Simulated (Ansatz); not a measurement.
`[BH2][InH][CH2]F` and `F[CH2][InH2]` differ in one atom or group.

Ansatz, PBE0-D4/def2-TZVP geometries, multiplicity 1. Each molecule was computed in one conformer, which needn't be the lowest.

Elements past krypton have def2 core potentials.

```tsv
property	`[BH2][InH][CH2]F`
size of the dipole moment (B3LYP/def2-TZVPP) / D	1.19
HOMO–LUMO gap (PBE0/def2-TZVPP) / eV	4.70
LUMO energy (B3LYP/def2-TZVPP) / eV	-2.53
HOMO–LUMO gap (B3LYP/def2-TZVPP) / eV	4.29
HOMO–LUMO gap (ωB97M-V/def2-TZVPP) / eV	8.73
HOMO energy (ωB97M-V/def2-TZVPP) / eV	-9.16
```

(1) What does the change do to each property? (An estimate is asked.)

## Answers

(1) Computed: 
```tsv
property	`F[CH2][InH2]`	shift
size of the dipole moment (B3LYP/def2-TZVPP) / D	1.51	0.32
HOMO–LUMO gap (PBE0/def2-TZVPP) / eV	5.56	0.86
LUMO energy (B3LYP/def2-TZVPP) / eV	-2.10	0.43
HOMO–LUMO gap (B3LYP/def2-TZVPP) / eV	5.07	0.78
HOMO–LUMO gap (ωB97M-V/def2-TZVPP) / eV	9.22	0.49
HOMO energy (ωB97M-V/def2-TZVPP) / eV	-9.56	-0.40
```

With PBE0 the HOMO falls by 0.33 eV and the LUMO rises by 0.53 eV, so the gap widens by about 0.86 eV. PBE moves the HOMO by -0.22 eV and ωB97M-V by -0.40 eV. Dipoles are sizes alone; their direction can turn.

B3LYP here is the variant with VWN-RPA as its local correlation; programs differ in this.
